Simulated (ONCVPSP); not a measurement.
How hard is this zinc ONCV potential?

```json
{"Element": "Zn (Z = 30)", "Generator": "ONCVPSP 4.0.1", "Type": "optimised norm-conserving Vanderbilt (ONCV)", "Functional": "PBE", "Relativity": "scalar-relativistic", "Frozen core": "[Ne]", "Valence charge": "20", "Reference configuration": "3s2 3p6 3d10 4s1 (charge +1)", "Partial waves": "3s+4s: rc 1.10 bohr, ncon 3, nbas 6, qcut 10.1 1/bohr, 3 projectors, debl 3.3 Ha; 3p: rc 0.80 bohr, ncon 4, nbas 8, qcut 21.8 1/bohr, 3 projectors, debl 2.2 Ha; 3d: rc 0.80 bohr, ncon 3, nbas 7, qcut 22.2 1/bohr, local", "Local potential": "the d channel", "Core correction": "none"}
```

In the p channel the program set the typed energies aside and used -3.421, 0.250, 2.450 Ha.

For each optimised wave give the share of its norm inside rc, the residual kinetic energy above qcut (Ha) and the cutoffs (Ha) for errors of 10, 1, 0.1 and 0.01 mHa per electron.

| wave | norm inside rc | residual KE | 10 mHa | 1 mHa | 0.1 mHa | 0.01 mHa |
| --- | --- | --- | --- | --- | --- | --- |
| 3s | 0.935 | 1.3e-05 | 23.6 | 36.6 | 44.0 | 64.6 |
| 4s | 0.041 | 7.7e-06 | 10.8 | 31.9 | 42.2 | 50.1 |
| s projector 3 | 0.036 | 2.2e-05 | 12.2 | 35.5 | 45.7 | 54.7 |
| 3p | 0.669 | 2.1e-08 | 76.2 | 113.5 | 142.4 | 166.6 |
| p projector 2 | 0.016 | 3.0e-10 | 24.3 | 39.5 | 101.5 | 130.6 |
| p projector 3 | 0.029 | 6.6e-09 | 30.4 | 76.9 | 111.8 | 135.1 |
| 3d | 0.525 | 4.6e-08 | 133.4 | 163.8 | 188.2 | 208.3 |

The occupied waves need 164 Ha and 188 Ha for 1 and 0.1 mHa.
